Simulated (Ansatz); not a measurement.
SnMe2(pyrrolidide)2 (C10H22N2Sn), relaxed as a singlet with RKS r2SCAN-D4/def2-SVP in Ansatz, starting from the GFN2-xTB geometry. Force threshold 0.03 eV/Å.

In the def2 sets Sn takes a core potential; there is no spin–orbit coupling.

Start:

```
atom   x (Å)   y (Å)   z (Å)
 Sn1  -0.453   0.986  -0.587
  C2  -1.024   2.790   0.509
  H3  -0.649   3.672   0.003
  H4  -0.614   2.757   1.513
  H5  -2.105   2.847   0.564
  C6  -0.789   1.077  -2.778
  H7  -1.855   1.063  -2.968
  H8  -0.324   0.230  -3.271
  H9  -0.366   1.995  -3.170
 N10  -1.715  -0.470   0.110
 C11  -1.780  -0.763   1.525
 C12  -2.933  -1.770   1.628
 C13  -2.976  -2.430   0.239
 C14  -1.819  -1.767  -0.518
 H15  -1.963   0.150   2.092
 H16  -0.852  -1.226   1.891
 H17  -3.867  -1.251   1.833
 H18  -2.758  -2.492   2.423
 H19  -2.854  -3.510   0.288
 H20  -3.918  -2.210  -0.260
 H21  -0.906  -2.367  -0.384
 H22  -2.014  -1.660  -1.585
 N23   1.501   0.582   0.040
 C24   2.153  -0.652  -0.338
 C25   3.520  -0.565   0.355
 C26   3.752   0.946   0.532
 C27   2.527   1.585  -0.130
 H28   2.302  -0.726  -1.427
 H29   1.565  -1.509  -0.009
 H30   4.297  -1.034  -0.247
 H31   3.485  -1.064   1.322
 H32   3.781   1.206   1.589
 H33   4.678   1.281   0.067
 H34   2.226   2.521   0.341
 H35   2.745   1.781  -1.191
```

(1) Estimate the energy that the relaxation releases and the steps that it takes.

(2) Does the start keep its bonding?

(3) Predict the relaxed structure.

## Answers

(1) 15.6 kJ/mol, in 7 steps; 33 s on 2 threads of AMD EPYC 7R13 on a shared host and a share (18 GiB) of an NVIDIA H100 80GB HBM3. No frequencies were taken in this run, so the end may be a saddle point.

(2) By distances, no bond broke or formed. The bond that changes most is Sn1–C6, from 2.22 to 2.16 Å (atoms count from 1).

(3) 
```xyz
35

Sn   -0.480    1.041   -0.576
C    -1.018    2.836    0.473
H    -0.683    3.728   -0.077
H    -0.545    2.829    1.465
H    -2.110    2.880    0.593
C    -0.762    1.054   -2.716
H    -1.837    1.021   -2.945
H    -0.272    0.178   -3.166
H    -0.329    1.966   -3.152
N    -1.650   -0.481    0.130
C    -1.729   -0.789    1.548
C    -2.893   -1.801    1.633
C    -2.959   -2.430    0.218
C    -1.803   -1.755   -0.549
H    -1.903    0.121    2.148
H    -0.796   -1.261    1.936
H    -3.835   -1.282    1.869
H    -2.724   -2.549    2.424
H    -2.857   -3.526    0.232
H    -3.920   -2.193   -0.264
H    -0.893   -2.397   -0.475
H    -2.018   -1.619   -1.623
N     1.461    0.632   -0.008
C     2.079   -0.639   -0.347
C     3.449   -0.578    0.365
C     3.725    0.938    0.534
C     2.520    1.617   -0.146
H     2.243   -0.765   -1.445
H     1.456   -1.486   -0.012
H     4.232   -1.089   -0.218
H     3.393   -1.073    1.346
H     3.754    1.207    1.602
H     4.682    1.252    0.087
H     2.244    2.577    0.326
H     2.778    1.836   -1.212
```
Bond lengths: 6 × C–C 1.54 to 1.55 Å; 4 × C–N 1.45 Å; 2 × C–Sn 2.15 to 2.16 Å; 2 × N–Sn 2.05 to 2.06 Å; 22 × C–H 1.10 to 1.12 Å.
